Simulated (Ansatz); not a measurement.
Gas-phase electronic energies from Ansatz, PBE0-D4/def2-TZVP geometries. CCSD(T)/CBS adds triple-zeta CCSD(T) − MP2 to the extrapolated MP2 energy (def2 sets, frozen cores). DFT in def2-TZVPP. B3LYP here is the variant with VWN-RPA as its local correlation; programs differ in this. For Ge outer-core shells are correlated without core-valence functions, which leaves a few kJ/mol of doubt a bond. Scalar relativity is left out up to krypton. One conformer a species, not always the lowest.

`[F][GeH2][O]C(F)(F)F` + `C[SiH2]C(O)F` → `O[CH](F)[GeH2][F]` + `C[SiH2]OC(F)(F)F`  (redistribution)

Question: Is it downhill or uphill in electronic energy at CCSD(T)/CBS, and by how much? (Estimate.)

Answer: The calculation gave: Downhill: ΔE = -44.5 kJ/mol.

Question: What do these levels give: PBE-D4, r2SCAN-D4, B3LYP-D4, PBE, r2SCAN, PBE0, B3LYP, MP2/def2-TZVPP, HF/def2-QZVPP, MP2/def2-QZVPP, MP2/CBS(def2), CCSD/CBS(def2)? (Estimate.)

Answer: Computed: PBE-D4 -39.8, r2SCAN-D4 -42.7, B3LYP-D4 -43.6, PBE -40.7, r2SCAN -42.9, PBE0 -42.8, B3LYP -45.0, MP2/def2-TZVPP -42.7, HF/def2-QZVPP -44.4, MP2/def2-QZVPP -44.4, MP2/CBS(def2) -45.7, CCSD/CBS(def2) -45.9 kJ/mol.

Largest T1 diagnostic among the species: 0.012.
